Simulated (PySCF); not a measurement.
**He⁺ (helium, charge +1) across methods**

2p1, 2P determinant (an excited configuration). Calculation: PySCF 2.14, in aug-cc-pVTZ with one added diffuse shell each of s, p, d type (5s4p3d, 32 functions); the non-relativistic Hamiltonian (point nucleus).

```json
{"method": "UHF", "E (hartree)": "-0.49852", "mean ε 2p α (eV)": "-13.565", "Σ⟨r²⟩ (bohr²)": "7.715", "⟨S²⟩": "0.750"}
{"method": "PBE", "E (hartree)": "-0.5241", "mean ε 2p α (eV)": "-10.554", "Σ⟨r²⟩ (bohr²)": "7.394", "⟨S²⟩": "0.750"}
{"method": "CAM-B3LYP", "E (hartree)": "-0.5146", "mean ε 2p α (eV)": "-12.427", "Σ⟨r²⟩ (bohr²)": "7.484", "⟨S²⟩": "0.750"}
{"method": "BP86", "E (hartree)": "-0.5283", "mean ε 2p α (eV)": "-10.606", "Σ⟨r²⟩ (bohr²)": "7.323", "⟨S²⟩": "0.750"}
{"method": "PBE0", "E (hartree)": "-0.5191", "mean ε 2p α (eV)": "-11.377", "Σ⟨r²⟩ (bohr²)": "7.448", "⟨S²⟩": "0.750"}
{"method": "LDA", "E (hartree)": "-0.5053", "mean ε 2p α (eV)": "-10.184", "Σ⟨r²⟩ (bohr²)": "7.770", "⟨S²⟩": "0.750"}
{"method": "MN15", "E (hartree)": "-0.5029", "mean ε 2p α (eV)": "-11.170", "Σ⟨r²⟩ (bohr²)": "7.871", "⟨S²⟩": "0.750"}
{"method": "r2SCAN", "E (hartree)": "-0.5161", "mean ε 2p α (eV)": "-10.623", "Σ⟨r²⟩ (bohr²)": "7.348", "⟨S²⟩": "0.750"}
```

The outer electron is Rydberg-like, and this basis confines it to a smaller radius and binds it less than a complete one would.
